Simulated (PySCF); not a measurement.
Br$_{2}$, triplet, at a GFN2-xTB geometry (a higher spin typed on purpose: for a closed-shell molecule this is an excited state); PBE/cc-pVDZ (PySCF).

Input for PySCF:
```python
from pyscf import gto, scf, dft

mol = gto.M(
    atom='''
Br   -0.000000   -0.000000   -1.426657
Br    0.000000    0.000000    1.426657
''',
    basis='cc-pvdz',
    charge=0,
    spin=2,
    verbose=4,
    symmetry=True,
)

mf = dft.UKS(mol)
mf.xc = 'pbe'
mf.kernel()
mf.analyze()
```

The log (banner, timings and long lists left out):

```
PySCF version 2.14.0

[INPUT] verbose = 4
[INPUT] num. atoms = 2
[INPUT] num. electrons = 70
[INPUT] charge = 0
[INPUT] spin (= nelec alpha-beta = 2S) = 2
[INPUT] symmetry True subgroup None
[INPUT] Mole.unit = angstrom
[INPUT] Symbol           X                Y                Z      unit          X                Y                Z       unit  Magmom
[...]
nuclear repulsion = 227.189185409317
point group symmetry = Dooh
symmetry origin: [0. 0. 0.]
symmetry axis x: [1. 0. 0.]
symmetry axis y: [0. 1. 0.]
symmetry axis z: [0. 0. 1.]
num. orbitals of irrep A1g = 11
num. orbitals of irrep E1gx = 6
num. orbitals of irrep E1gy = 6
num. orbitals of irrep A1u = 11
num. orbitals of irrep E1uy = 6
num. orbitals of irrep E1ux = 6
num. orbitals of irrep E2gx = 2
num. orbitals of irrep E2gy = 2
num. orbitals of irrep E2uy = 2
num. orbitals of irrep E2ux = 2
number of shells = 12
number of NR pGTOs = 154
number of NR cGTOs = 54
basis = cc-pvdz
ecp = {}

******** <class 'pyscf.dft.uks_symm.SymAdaptedUKS'> ********
method = SymAdaptedUKS
initial guess = minao
damping factor = 0
level_shift factor = 0
DIIS = <class 'pyscf.scf.diis.CDIIS'>
diis_start_cycle = 1
diis_space = 8
diis_damp = 0
SCF conv_tol = 1e-09
SCF conv_tol_grad = None
SCF max_cycles = 50
direct_scf = True
direct_scf_tol = 1e-13
number electrons alpha = 36  beta = 34
XC library pyscf.dft.libxc version 7.1.2
    S. Lehtola, C. Steigemann, M. J. T. Oliveira, and M. A. L. Marques,  SoftwareX 7, 1–5 (2018)
XC functionals = pbe
    J. P. Perdew, K. Burke, and M. Ernzerhof,  Phys. Rev. Lett. 77, 3865 (1996)
    J. P. Perdew, K. Burke, and M. Ernzerhof,  Phys. Rev. Lett. 78, 1396 (1997)
    J. P. Perdew, K. Burke, and M. Ernzerhof,  Phys. Rev. Lett. 77, 3865 (1996)
    J. P. Perdew, K. Burke, and M. Ernzerhof,  Phys. Rev. Lett. 78, 1396 (1997)
radial grids:
    Treutler-Ahlrichs [JCP 102, 346 (1995); DOI:10.1063/1.469408] (M4) radial grids

becke partition: Becke, JCP 88, 2547 (1988); DOI:10.1063/1.454033
pruning grids: <function nwchem_prune>
grids dens level: 3
symmetrized grids: True
atomic radii adjust function: <function treutler_atomic_radii_adjust>
small_rho_cutoff = 0
Freeze 0 electrons in irreps []
    70 free electrons in irreps A1g E1gx E1gy A1u E1uy E1ux E2gx E2gy E2uy E2ux
Set gradient conv threshold to 3.16228e-05
tot grids = 40848
init E= -5145.35012586916

cycle= 1 E= -5147.42535472678  delta_E= -2.08  |g|= 0.0472  |ddm|= 0.877

[...]
SCF not converged.
Total Energy =                       -5147.426125074111042
[...]
beta  MO #18 (E1gy #2), energy= -6.31927932679593 occ= 1
beta  MO #19 (E1uy #3), energy= -2.52991610494242 occ= 1
beta  MO #20 (E1ux #3), energy= -2.52991610494242 occ= 1
beta  MO #21 (A1g #6), energy= -2.5273728224934 occ= 1
beta  MO #22 (A1u #6), energy= -2.5272219884769 occ= 1
beta  MO #23 (E2uy #1), energy= -2.52321233366227 occ= 1
beta  MO #24 (E2ux #1), energy= -2.52321233366227 occ= 1
beta  MO #25 (E2gx #1), energy= -2.52316228646113 occ= 1
beta  MO #26 (E2gy #1), energy= -2.52316228646113 occ= 1
beta  MO #27 (E1gx #3), energy= -2.52263315301571 occ= 1
beta  MO #28 (E1gy #3), energy= -2.52263315301571 occ= 1
beta  MO #29 (A1g #7), energy= -0.710607368064681 occ= 1
beta  MO #30 (A1u #7), energy= -0.679496168696631 occ= 1
beta  MO #31 (A1g #8), energy= -0.322998114303724 occ= 1
beta  MO #32 (E1uy #4), energy= -0.285312373340246 occ= 1
beta  MO #33 (E1ux #4), energy= -0.285312373340246 occ= 1
beta  MO #34 (E1gx #4), energy= -0.253404361960105 occ= 1
beta  MO #35 (E1gy #4), energy= -0.253404361960105 occ= 0
beta  MO #36 (A1u #8), energy= -0.20876162231923 occ= 0
beta  MO #37 (A1g #9), energy= 0.360280034174038 occ= 0
beta  MO #38 (E1uy #5), energy= 0.408730055993378 occ= 0
beta  MO #39 (E1ux #5), energy= 0.408730055993378 occ= 0
beta  MO #40 (A1u #9), energy= 0.422437299628648 occ= 0
beta  MO #41 (A1g #10), energy= 0.437631749571261 occ= 0
beta  MO #42 (A1u #10), energy= 0.482123758112349 occ= 0
beta  MO #43 (E1gx #5), energy= 0.482898385607002 occ= 0
beta  MO #44 (E1gy #5), energy= 0.482898385607002 occ= 0
beta  MO #45 (E1uy #6), energy= 0.496499067644015 occ= 0
beta  MO #46 (E1ux #6), energy= 0.496499067644015 occ= 0
beta  MO #47 (E2gx #2), energy= 0.50053924817323 occ= 0
beta  MO #48 (E2gy #2), energy= 0.50053924817323 occ= 0
beta  MO #49 (E2uy #2), energy= 0.509580808827437 occ= 0
beta  MO #50 (E2ux #2), energy= 0.509580808827437 occ= 0
beta  MO #51 (A1g #11), energy= 0.539455247680814 occ= 0
beta  MO #52 (E1gx #6), energy= 0.599501655179924 occ= 0
beta  MO #53 (E1gy #6), energy= 0.599501655179924 occ= 0
beta  MO #54 (A1u #11), energy= 0.932368914950127 occ= 0
 ** Mulliken pop alpha/beta on meta-lowdin orthogonal AOs **
 ** Mulliken pop       alpha | beta **
In total            36.00000 | 34.00000
 ** Mulliken atomic charges   ( Nelec_alpha | Nelec_beta ) **
charge of  0Br =      0.00000  (    18.00000     17.00000 )
charge of  1Br =     -0.00000  (    18.00000     17.00000 )
Dipole moment(X, Y, Z, Debye):  0.00000,  0.00000, -0.00000
```

The run did not converge; its last values are not results.
